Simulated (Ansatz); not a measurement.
Geometry optimisation, RKS PBE-D4/def2-SVP (Ansatz).

Input file:

```yaml
crystal:
  periodic: [false, false, false]
  atoms:
    - { symbol: B, position_ang: [0.151462, -0.579757, -0.43286] }
    - { symbol: F, position_ang: [-0.233438, 0.114831, 1.963671] }
    - { symbol: Cl, position_ang: [1.540804, 0.480335, -0.728022] }
    - { symbol: C, position_ang: [-1.299283, -0.143404, -0.817309] }
    - { symbol: H, position_ang: [-2.093858, -0.810301, -0.432532] }
    - { symbol: H, position_ang: [-1.501245, 0.889536, -0.472354] }
    - { symbol: H, position_ang: [-1.375909, -0.131104, -1.927863] }
    - { symbol: S, position_ang: [0.630783, -2.315104, 0.071518] }
    - { symbol: H, position_ang: [-0.639476, -2.806184, 0.140039] }
    - { symbol: H, position_ang: [0.206461, -0.702748, 2.058811] }
basis:
  gaussian: { orbitals: def2-SVP }
hamiltonian:
  xc: pbe
  dispersion: d4
relax:
  f_tol: 0.03
  max_steps: 50
```

Run as:

```bash
$ ansatz run input.yaml --threads 2 --pin off --max-ram 3072MiB --backend cpu --events-out ev --progress --plain --runs-dir out
```

**Question.** Where does it end, and by what steps?

**Answer.** The run converged. After 7 steps the energy has fallen by 0.076 eV; F2 moved furthest, 0.28 Å.

```
step  energy less start (eV)  largest force component (eV/Å)  accepted
   0                  0.0000                           0.678       yes
   1                 -0.0351                           1.284       yes
   2                 -0.0193                           1.177        no
   3                 -0.0698                           0.159       yes
   4                 -0.0708                           0.096       yes
   5                 -0.0745                           0.180       yes
   6                 -0.0756                           0.035       yes
   7                 -0.0759                           0.016       yes
```

```xyz
10
Properties=species:S:1:pos:R:3
B 0.159 -0.550 -0.473
F -0.209 -0.029 2.205
Cl 1.537 0.515 -0.774
C -1.298 -0.136 -0.857
H -2.084 -0.759 -0.391
H -1.483 0.927 -0.601
H -1.408 -0.219 -1.962
S 0.628 -2.203 0.166
H -0.636 -2.714 0.217
H 0.181 -0.835 1.894
```

Whether the end is a true minimum wasn't checked by a vibrational analysis.

Time of the run: 23 s on 2 threads of Arm Neoverse V1, with other jobs on the host, peak memory 0.18 GiB.
